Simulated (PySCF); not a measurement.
C5H5FO2 (charge +1 and doublet state).
Numbering: `[CH3:1][O:2][C+:3]1[CH:4][O:5][C:6]([F:7])=[CH:8]1` (hydrogens: H9, H10, H11 on C1; H12 on C4; H13 on C8)

Cartesian coordinates in Å at the GFN2-xTB level; atoms count from 1:
```xyz
13
C5H5FO2 angstrom
C      2.201    0.183   -0.202
O      1.192   -0.495    0.502
C     -0.073   -0.290    0.302
C     -1.077   -0.991    1.048
O     -2.266   -0.613    0.663
C     -2.102    0.319   -0.315
F     -3.178    0.812   -0.828
C     -0.790    0.564   -0.584
H      1.845    1.061   -0.739
H      2.668   -0.523   -0.902
H      2.970    0.453    0.530
H     -0.975   -1.730    1.825
H     -0.420    1.252   -1.318
```

The hyperfine couplings belong to this conformer and change with its torsions.

Theory: UKS B3LYP, pcH-1 on C F H O, non-relativistic, mean-field spin-orbit, GIAO in PySCF 2.14.0. One conformer (not necessarily the lowest) at the GFN2-xTB geometry, without solvent, vibrations or thermal averaging. GFN2-xTB frequencies show an imaginary mode (32i cm⁻¹), so this geometry is no minimum at that level. A GFN2-xTB geometry isn't a minimum of the functional, and hyperfine couplings can be far from their values at a DFT geometry, by a factor of two or more for some ions and for spin on atoms past the first row. No stability test was run, so a lower SCF solution isn't excluded.

Problem. The isotropic 17O couplings are -19.7, -0.9 MHz. Assign them to O2; O5.

Solution. 
```tsv
site	a_iso (MHz)	ρ(0) (bohr⁻³)	position	distance from C4 (Å)	spin population	largest |T| (MHz)
O2	-19.7	+0.0326	2 bonds from C4	2.39	+0.17	63.5
O5	-0.9	+0.0015	1 bond from C4	1.31	0.00	13.0
```

Problem. Match the computed a_iso(1H) values -47.4, +22.7, +2.7 MHz (means over equivalent nuclei) with the sites H9/H10/H11; H12; H13.

Solution. 
```csv
site,a_iso (MHz),ρ(0) (bohr⁻³),position,distance from C4 (Å),bound to,spin population there,largest |T| (MHz)
H9/H10/H11,+22.7,+0.0051,4 bonds from C4,4.19,C1,-0.01,3.9
H12,-47.4,-0.0106,1 bond from C4,1.08,C4,+0.59,27.2
H13,+2.7,+0.0006,3 bonds from C4,3.33,C8,-0.08,2.8
```

ρ(0) is the spin density at the nucleus and T the dipolar tensor; entries for several nuclei are means. The largest Mulliken spin populations are on C4 (+0.59), C6 (+0.20), O2 (+0.17) and C3 (+0.10). Three atoms exceed +0.15. The angles at C4 add up to 360.0°, so it is planar; its axial dipolar tensor and the negative coupling of its proton fit spin in a p orbital normal to that plane.

Means are taken over nuclei equivalent by connectivity, which assumes that they swap fast. The three 1H nuclei of mean +22.7 MHz run from 2.1 to 42.4 MHz in the frozen geometry.

C4, the radical centre as drawn in `CO[C+]1[CH]OC(F)=C1`, holds a spin population of +0.59 out of 1.

On one thread, Arm Neoverse V1 (aarch64), shared host with 32 logical CPUs at a one-minute load of 40, this took 65 s of wall time (grids of density and orbitals included) and 0.91 GiB of memory at its peak.
